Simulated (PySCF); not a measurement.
1-bromo-2,2-dichloro-1-fluoroethene (C2BrCl2F), SMILES C(Cl)(Cl)=C(Br)F. Atoms are numbered in the order given.

```xyz
6

F      1.9580    -0.0705     0.0000
C      0.6444    -0.1221     0.0000
Br    -0.0532    -1.8450     0.0000
C     -0.0933     1.0011     0.0000
Cl     0.6805     2.5318     0.0000
Cl    -1.8021     0.9939     0.0000
```

Geometry: PBE0-D3(BJ)/def2-SVP.

Method: PBE/pcSseg-1 in PySCF.

GIAO shieldings, no solvent; atoms listed in one row are averaged. δ = σ(ref) − σ: ¹⁹F against CFCl3 (σ = 133.6 ppm); ¹³C against TMS (σ = 182.0 ppm); ³⁵Cl against HCl (σ = 936.5 ppm), references at their B3LYP-D3(BJ)/def2-TZVP geometries, non-relativistic (without spin–orbit terms, shifts of atoms bonded to Cl or Br come out too high).

Computed chemical shifts:
```tsv
nucleus	atoms	count	δ (ppm)
¹⁹F	F1	1	-90.2
¹³C	C2	1	157.5
¹³C	C4	1	126.8
³⁵Cl	Cl5	1	318.3
³⁵Cl	Cl6	1	306.9
```
